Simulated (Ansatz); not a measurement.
Ansatz (a program for electronic structure) input:
A basis named .json is the Basis Set Exchange file of that set.

Ansatz 0.2 input:
```yaml
crystal:
  periodic: [false, false, false]
  atoms:
    - {symbol: Zn, position_ang: [-0.00000000, -0.00000000, -1.62891379]}
    - {symbol: I, position_ang: [0.00000000, 0.00000000, 0.92202668]}
basis:
  gaussian:
    orbitals: def2-QZVPPD.json
    fitting: {mean_field: def2-universal-jkfit, correlation: def2-QZVPPD-RIFIT.json}
magnetization: {spin_polarized: true, initial_magnetization: 1}
correlation: {method: mp2, electrons: outside_noble_gas}
```

Problem. Which total energy does the run end on?

Solution. -2075.21674 Eh (RI-MP2/def2-QZVPPD). The basis has 191 functions.

The spin state was set by rule; other spins were not relaxed.
